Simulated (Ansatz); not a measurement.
`[F][GeH2][C]1=CC1` + `BCS` → `BC[S][GeH2][F]` + `C1=CC1`  (ligand exchange at a Ge–C bond)

Program: Ansatz. Geometries: PBE0-D4/def2-TZVP. ΔE: electronic, gas phase. CCSD(T)/CBS is the MP2 limit (def2-TZVPP, def2-QZVPP) plus CCSD(T) − MP2 in def2-TZVPP, frozen cores. This one scheme is used for every species. DFT in def2-TZVPP. For Ge outer-core shells are correlated without core-valence functions, which leaves a few kJ/mol of doubt a bond. Scalar relativity is left out up to krypton. Each species was taken in one conformer, which may not be the lowest.

```json
{"level": "ωB97X-V", "ΔE (eV)": "-0.46"}
{"level": "B2PLYP", "ΔE (eV)": "-0.44"}
{"level": "PBE0", "ΔE (eV)": "-0.48"}
{"level": "HF/def2-TZVPP", "ΔE (eV)": "-0.43"}
{"level": "MP2/def2-TZVPP", "ΔE (eV)": "-0.42"}
{"level": "CCSD(T)/def2-TZVPP", "ΔE (eV)": "-0.40"}
{"level": "MP2/def2-QZVPP", "ΔE (eV)": "-0.44"}
{"level": "MP2/CBS(def2)", "ΔE (eV)": "-0.47"}
```

What does CCSD(T)/CBS give? (Best estimate.)

Ansatz gave: -0.45 eV. The listed levels differ from it by -0.01, 0.01, -0.03, 0.02, 0.03, 0.05, 0.01, -0.02 eV.

Largest T1 diagnostic among the species: 0.012.
